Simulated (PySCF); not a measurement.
## Energy of Ir (iridium, neutral) between two integer charges

The 6s beta orbital of [Xe] 4f14 5d7 6s2 is emptied in steps (occupation f), with all orbitals relaxed, ending at [Xe] 4f14 5d7 6s1. All numbers are calculated (PySCF 2.14, a scalar-relativistic core potential, in def2-SVP with the def2 core potential (60 electrons) (6s3p2d1f, 32 functions)). The exact energy is a straight line in f; departures are measured from the line between the end points of the same method.

| f | UHF (eV) | LDA (eV) | PBE (eV) |
| --- | --- | --- | --- |
| 1 | 0.000 | 0.000 | 0.000 |
| 0.8 | 0.038 | -0.538 | -0.525 |
| 0.6 | 0.056 | -0.810 | -0.794 |
| 0.4 | 0.054 | -0.813 | -0.800 |
| 0.2 | 0.035 | -0.544 | -0.538 |
| 0 | 0.000 | 0.000 | 0.000 |

```tsv
method	E(f=0) − E(f=1) (eV)	−ε at f=1 (eV)	−ε at f=0.4 (eV)
UHF	7.037	7.286	6.983
LDA	9.359	6.014	10.023
PBE	8.911	5.649	9.544
```

Orbital energy along the path (eV):

```tsv
f	UHF	LDA	PBE
1	-7.286	-6.014	-5.649
0.8	-7.175	-7.331	-6.923
0.6	-7.074	-8.669	-8.220
0.4	-6.983	-10.023	-9.544
0.2	-6.900	-11.390	-10.907
0	-6.824	-12.764	-12.283
```

Reference removal energy between the ground levels: 8.967 eV (measured; NIST Atomic Spectra Database, ionization energies). The calculation has no spin-orbit coupling. UHF lacks correlation.
